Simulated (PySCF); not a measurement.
## Cs: electron affinity

Cs⁻ [Xe] 6s2 (1S) → Cs [Xe] 6s1 (2S), as a difference of total energies. Computed with PySCF 2.14 in aug-cc-pwCVTZ-X2C (11s10p8d4f, 109 functions), with scalar relativity by spin-free X2C-1e. Correlated levels: valence: [Xe] frozen; valence and next inner shell: [Kr] 4d10 frozen. The calculations carry no spin-orbit coupling.

```
                            method  electron affinity (eV)
                               UHF                  -0.067
                               LDA                   0.569
                               PBE                   0.496
                              PBE0                   0.459
                            r2SCAN                   0.376
                            M06-2X                   0.581
                             TPSSh                   0.489
                           LC-wPBE                   0.375
                     MP2 (valence)                   0.277
MP2 (valence and next inner shell)                   0.340
```

Estimate what SCS-MP2 (valence and next inner shell) gives.

0.394 eV, closest to r2SCAN among the rows shown.

Estimate what SCS-MP2 (valence) gives.

0.346 eV, closest to MP2 (valence and next inner shell) among the rows shown.

Errors of the correlated levels include the incompleteness of this basis and the frozen core.

A negative affinity means that the anion lies above the atom at that level of theory.

In the anion the highest occupied orbital energy is positive at LDA, PBE, PBE0, r2SCAN, M06-2X, TPSSh, a self-interaction effect; the basis confines that electron, and the energy difference can still be sensible.

For comparison: 0.472 eV (measured; photodetachment measurements, as compiled on the Wikipedia data page of electron affinities).
